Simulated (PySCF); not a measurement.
PySCF input (M06-2X/6-31G* (5d)):

```python
from pyscf import gto, dft

mol = gto.M(
    atom='''
    C    -0.00000000   -0.00000000   -1.88659538
    C    -0.00000000   -0.00000000   -0.68177999
    C     0.00000000    0.00000000    0.68177999
    C     0.00000000    0.00000000    1.88659538
    H    -0.00000000   -0.00000000   -2.94883252
    H     0.00000000    0.00000000    2.94883252
    ''',
    basis='6-31g*',
    charge=1,
    spin=1,
    symmetry='D2h',
    verbose=4,
)

mf = dft.UKS(mol, xc='m062x')
mf.grids.level = 4
mf.conv_tol = 1e-9
mf.max_cycle = 100
mf.max_memory = 1500
mf.kernel()
if not mf.converged:
    mf = mf.newton()
    mf.kernel(mf.make_rdm1())
mf.dip_moment()
```

From the output:

```
alpha HOMO (B2g) = -0.591610349143334  LUMO (B2u) = -0.251458036224548
beta  HOMO (B2g) = -0.574415122107515  LUMO (B3g) = -0.413128320704397
  HOMO = -0.574415122108  LUMO = -0.413128320704  gap/eV = 4.38884
cycle= 6 E= -153.043959513386  delta_E= -6.31e-05  |g|= 0.00186  |ddm|= 0.0157
alpha HOMO (B2g) = -0.592124639278759  LUMO (B2u) = -0.251776187043205
beta  HOMO (B2g) = -0.574423505954067  LUMO (B3g) = -0.412742059416482
  HOMO = -0.574423505954  LUMO = -0.412742059416  gap/eV = 4.39958
cycle= 7 E= -153.043970912927  delta_E= -1.14e-05  |g|= 0.000474  |ddm|= 0.00894
alpha HOMO (B2g) = -0.592162386711174  LUMO (B2u) = -0.251797528736441
beta  HOMO (B2g) = -0.574309010718115  LUMO (B3g) = -0.412719427000237
  HOMO = -0.574309010718  LUMO = -0.412719427  gap/eV = 4.39708
cycle= 8 E= -153.043971647937  delta_E= -7.35e-07  |g|= 0.000109  |ddm|= 0.00243
alpha HOMO (B2g) = -0.592173045661792  LUMO (B2u) = -0.251793848233355
beta  HOMO (B2g) = -0.574280683860657  LUMO (B3g) = -0.412732758273696
  HOMO = -0.574280683861  LUMO = -0.412732758274  gap/eV = 4.39594
cycle= 9 E= -153.043971685716  delta_E= -3.78e-08  |g|= 1.66e-05  |ddm|= 0.000528
alpha HOMO (B2g) = -0.592176818071563  LUMO (B2u) = -0.251793181958894
beta  HOMO (B2g) = -0.574278515117064  LUMO (B3g) = -0.41273476975035
  HOMO = -0.574278515117  LUMO = -0.41273476975  gap/eV = 4.39583
cycle= 10 E= -153.043971686531  delta_E= -8.14e-10  |g|= 3.47e-06  |ddm|= 8.48e-05
alpha HOMO (B2g) = -0.592177560882603  LUMO (B2u) = -0.251793169651113
beta  HOMO (B2g) = -0.574278570894619  LUMO (B3g) = -0.412734746914918
  HOMO = -0.574278570895  LUMO = -0.412734746915  gap/eV = 4.39583
Extra cycle  E= -153.043971686552  delta_E= -2.17e-11  |g|= 2.47e-06  |ddm|= 1.07e-05
converged SCF energy = -153.043971686552  <S^2> = 0.78090276  2S+1 = 2.0306676

WARN: System has nonzero charge 1; the dipole moment is origin-dependent.
Location of origin: [0. 0. 0.]

Dipole moment(X, Y, Z, Debye):  0.00000,  0.00000,  0.00000
```

The dipole moment of an ion depends on the origin.

The geometry given is a B3LYP-D3(BJ)/def2-TZVP minimum of the species of charge 0 and multiplicity 1, not of this state.
